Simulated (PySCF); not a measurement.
BiH5. Atoms are numbered in the order given.

```xyz
6

Bi     0.0000     0.0000     0.0000
H      0.0000     0.0000     1.8661
H      0.0000     0.0000    -1.8661
H      1.7992     0.0000     0.0000
H     -0.8996     1.5582     0.0000
H     -0.8996    -1.5582     0.0000
```

The structure is a stationary point at B3LYP-D3(BJ)/def2-TZVP. The def2 effective core potentials stand for the cores of Bi; spin–orbit coupling is left out.

Computed with M06-2X/def2-TZVPD run with PySCF.

```
Property                                                                                                       Result
---------------------------------------------------------------------------------------------  ----------------------
total energy                                                                                       -217.28785 hartree
point group                                                                                                       D3h
highest occupied level                                                                                       -7.08 eV
lowest empty level                                                                                           -1.44 eV
orbital gap                                                                                                   5.64 eV
dipole moment                                                                                                  0.00 D
quadrupole, principal values (traceless, Buckingham form, about the centre of nuclear charge)   -5.54, 2.77, 2.77 D·Å
mean static polarisability                                                                       61.2 bohr³ (9.07 Å³)
polarisability, principal values                                                               57.0, 57.0, 69.7 bohr³
```
